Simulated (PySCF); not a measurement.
# HgO: from constants to spectrum

PBE0 constants of HgO, ³Π (triplet), unpaired electrons σ ↑, π ↑ (PySCF, scalar-relativistic core potentials, basis sets Hg cc-pVDZ-PP with ECP60, O cc-pVDZ; masses 201.9706 and 15.9949 u):

* ωe: 252.2 cm⁻¹
* ωexe: 6.9 cm⁻¹
* Be: 0.22973 cm⁻¹
* αe: 0.00559 cm⁻¹
* D (centrifugal): 7.63e-07 cm⁻¹
* De to Hg + O: 0.336 eV

Give the vibrational terms G(v) and spacings up to v = 4.

G(v) = ωe(v+½) − ωexe(v+½)².

```json
{"v": "0", "G(v) (cm⁻¹)": "124", "G(v) − G(v−1)": "", "Bv (cm⁻¹)": "0.2269"}
{"v": "1", "G(v) (cm⁻¹)": "363", "G(v) − G(v−1)": "238", "Bv (cm⁻¹)": "0.2213"}
{"v": "2", "G(v) (cm⁻¹)": "587", "G(v) − G(v−1)": "225", "Bv (cm⁻¹)": "0.2158"}
{"v": "3", "G(v) (cm⁻¹)": "798", "G(v) − G(v−1)": "211", "Bv (cm⁻¹)": "0.2102"}
{"v": "4", "G(v) (cm⁻¹)": "995", "G(v) − G(v−1)": "197", "Bv (cm⁻¹)": "0.2046"}
```

How well does the Morse estimate ωe²/(4ωexe) reproduce De, and what is D0?

It gives 0.286 eV, 85 % of the computed De. D0 = De − G(0) = 0.336 − 0.015 = 0.321 eV.

The bond is weak. Basis-set superposition, not corrected here, can be much of De in a small basis, most of all at correlated wavefunction levels. Functionals without a dispersion term scatter widely for such bonds, and LDA overbinds them. Spin–orbit coupling is left out, which matters for elements this heavy, above all for dissociation energies. The state was picked by a PBE0 search and need not be the measured ground state.
